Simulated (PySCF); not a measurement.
C3H7ClSi, SMILES Cl[SiH2]/C=C/C. Atoms are numbered in the order given.

```xyz
12

C     -3.2209     0.5869    -0.5081
C     -1.9173    -0.1254    -0.3874
C     -0.8949     0.2311     0.4064
Si     0.6797    -0.7394     0.4796
Cl     2.2724     0.4043    -0.2129
H     -3.3925     0.9091    -1.5488
H     -3.2677     1.4712     0.1433
H     -4.0579    -0.0833    -0.2501
H     -1.8088    -1.0202    -1.0174
H     -1.0041     1.1298     1.0285
H      0.5565    -1.9446    -0.3892
H      1.0270    -1.1394     1.8731
```
Charge 0, spin multiplicity 1.

Geometry: PBE0-D3(BJ)/def2-SVP. The structure was generated by enumeration; whether it is a known compound was not checked. Other conformers were not sampled.

Two levels are set side by side: PBE/pcSseg-1 (PySCF) and PBE0/pcSseg-1 (PySCF). GIAO shifts against HCl (³⁵Cl), TMS (²⁹Si), TMS (¹H), TMS (¹³C) at the same level; non-relativistic, no solvent, atoms listed together averaged. Without spin–orbit terms, shifts of atoms bonded to Cl or Br come out too high at both levels. Differences are taken from unrounded values.

```csv
quantity,PBE0,PBE,PBE minus PBE0
δ(¹³C) of C1 (ppm),27.7,28.8,1.1
δ(¹³C) of C2 (ppm),162.6,160.1,-2.5
δ(¹³C) of C3 (ppm),133.5,132.7,-0.8
δ(²⁹Si) of Si4 (ppm),-9.6,-9.9,-0.3
δ(³⁵Cl) of Cl5 (ppm),-28.9,-17.1,11.8
δ(¹H) of H9 (ppm),6.85,6.83,-0.02
δ(¹H) of H10 (ppm),6.30,6.28,-0.02
```

Rough cost on one machine, each run with all the roots and properties that it gave: PBE0 against PBE within a factor of 2.
